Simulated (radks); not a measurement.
Values are calculated unless marked as measured or tabulated.
Task: Ta II, 72 electrons, occupied as [Xe] 4f14 5d3 6s1. Level of theory: Dirac Kohn-Sham, PBEsol, spin-unpolarised, spherical densities, point nucleus; open shells fill j = l - 1/2 first (a radial shooting solver on a logarithmic mesh with Libxc functionals). Some entries of the table are withheld. Estimate them.

orbital  occ.  eigenvalue (hartree)  <r> (bohr)  <r^2> (bohr^2)
1s1/2       2             -2471.803     0.01866       0.0004788
2s1/2       2             -424.6129     0.07835        0.007318
2p1/2       2             -405.8095     0.06488        0.005235
2p3/2       4             -359.1531     0.07272        0.006438
3s1/2       2             -97.44976      0.2044         0.04789
3p1/2       2             -89.09750      0.1943         0.04400
3p3/2       4             -79.05446      0.2089         0.05063
3d3/2       4             -64.95558      0.1830         0.03934
3d5/2       6             -62.76762      0.1875         0.04116
4s1/2       2             -20.05483      0.4587          0.2379
4p1/2       2             -16.61394         (1)             (2)
4p3/2       4             -14.29813         (3)             (4)
4d3/2       4                   (5)      0.5166          0.3097
4d5/2       6                   (6)      0.5281          0.3235
5s1/2       2              -2.92893       1.102           1.366
5p1/2       2                   (7)       1.221           1.694
5p3/2       4                   (8)       1.329           2.007
4f5/2       6              -1.19688      0.6343          0.5122
4f7/2       8              -1.12403      0.6453          0.5315
6s1/2       1              -0.42445       3.070           10.63
5d3/2       3              -0.39337       2.071           5.142
5d5/2       0              -0.37014       2.149           5.543

Result: 
(1) 4p1/2 <r> (bohr): 0.4645
(2) 4p1/2 <r^2> (bohr^2): 0.2459
(3) 4p3/2 <r> (bohr): 0.4977
(4) 4p3/2 <r^2> (bohr^2): 0.2820
(5) 4d3/2 eigenvalue (hartree): -8.64605
(6) 4d5/2 eigenvalue (hartree): -8.22066
(7) 5p1/2 eigenvalue (hartree): -1.93315
(8) 5p3/2 eigenvalue (hartree): -1.61144
